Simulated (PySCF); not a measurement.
Species: 1-indanone, C₉H₈O.
SMILES with atom numbers: `[O:1]=[C:2]1[CH2:3][CH2:4][c:5]2[cH:6][cH:7][cH:8][cH:9][c:10]21` (hydrogens: H11, H12 on C3; H13, H14 on C4; H15 on C6; H16 on C7; H17 on C8; H18 on C9)

The same species was optimised twice, with GFN2-xTB and with PBE0-D3(BJ)/def2-SVP (PySCF), and the same property calculations (PySCF, gas phase) were run on both structures.

```csv
coordinate,GFN2-xTB,PBE0-D3(BJ)/def2-SVP,change
C7–C8 (Å),1.389,1.403,+0.014
C5–C6 (Å),1.382,1.395,+0.013
C2–C10 (Å),1.469,1.481,+0.012
C4–C5 (Å),1.499,1.508,+0.009
C8–C9 (Å),1.383,1.390,+0.007
C9–C10 (Å),1.388,1.395,+0.007
C6–C7 (Å),1.387,1.394,+0.007
C2–C3 (Å),1.523,1.528,+0.005
C5–C10 (Å),1.395,1.396,+0.001
C3–C4 (Å),1.534,1.535,+0.001
O1=C2 (Å),1.207,1.206,-0.001
C5–C10–C9 (°),121.4,122.1,+0.7
O1–C2–C10 (°),127.5,127.0,-0.5
C2–C10–C9 (°),128.3,127.8,-0.5
C6–C5–C10 (°),120.0,119.6,-0.4
O1–C2–C3 (°),125.7,126.1,+0.4
C4–C5–C6 (°),128.7,129.0,+0.3
C2–C10–C5 (°),110.4,110.1,-0.3
C7–C8–C9 (°),120.4,120.2,-0.2
```

Rotational constants: A = 2589, B = 1278, C = 864.8 MHz (GFN2-xTB) against A = 2563, B = 1267, C = 856.6 MHz (PBE0-D3(BJ)/def2-SVP). Point groups within 0.08 Å: Cs and Cs.

On the GFN2-xTB structure: HOMO (eV) -7.16 [PBE0/pcSseg-1]; LUMO (eV) -1.61 [PBE0/pcSseg-1]; dipole (D) 3.60 [PBE0/pcSseg-1]; GIAO shielding of O1 (ppm) -278.4 [PBE0/pcSseg-1]; GIAO shielding of C2 (ppm) -22.2 [PBE0/pcSseg-1]; GIAO shielding of C3 (ppm) 148.2 [PBE0/pcSseg-1]; GIAO shielding of C4 (ppm) 158.4 [PBE0/pcSseg-1]; GIAO shielding of C5 (ppm) 25.0 [PBE0/pcSseg-1]; GIAO shielding of C6 (ppm) 55.1 [PBE0/pcSseg-1]; GIAO shielding of C7 (ppm) 47.1 [PBE0/pcSseg-1]; GIAO shielding of C8 (ppm) 54.8 [PBE0/pcSseg-1].

Question: What do these properties become on the PBE0-D3(BJ)/def2-SVP structure?

Answer: 
```tsv
property	level	on GFN2-xTB	on PBE0-D3(BJ)/def2-SVP	change
HOMO (eV)	PBE0/pcSseg-1	-7.16	-7.17	-0.01
LUMO (eV)	PBE0/pcSseg-1	-1.61	-1.61	0.00
dipole (D)	PBE0/pcSseg-1	3.60	3.54	-0.06
energy, GFN2-xTB geometry as zero (kcal/mol)	PBE0/pcSseg-1	0.0	-0.2	-0.2
GIAO shielding of O1 (ppm)	PBE0/pcSseg-1	-278.4	-276.1	+2.3
GIAO shielding of C2 (ppm)	PBE0/pcSseg-1	-22.2	-22.4	-0.2
GIAO shielding of C3 (ppm)	PBE0/pcSseg-1	148.2	147.3	-0.9
GIAO shielding of C4 (ppm)	PBE0/pcSseg-1	158.4	156.8	-1.6
GIAO shielding of C5 (ppm)	PBE0/pcSseg-1	25.0	24.1	-0.9
GIAO shielding of C6 (ppm)	PBE0/pcSseg-1	55.1	52.7	-2.4
GIAO shielding of C7 (ppm)	PBE0/pcSseg-1	47.1	44.6	-2.5
GIAO shielding of C8 (ppm)	PBE0/pcSseg-1	54.8	52.1	-2.7
```

The heavy atoms differ by 0.011 Å rms after alignment. Among bonds between heavy atoms C5–C6 and C7–C8 change most and about equally (+0.013 to +0.014 Å). Changes are differences of the printed values. Neither structure is proved a minimum here.
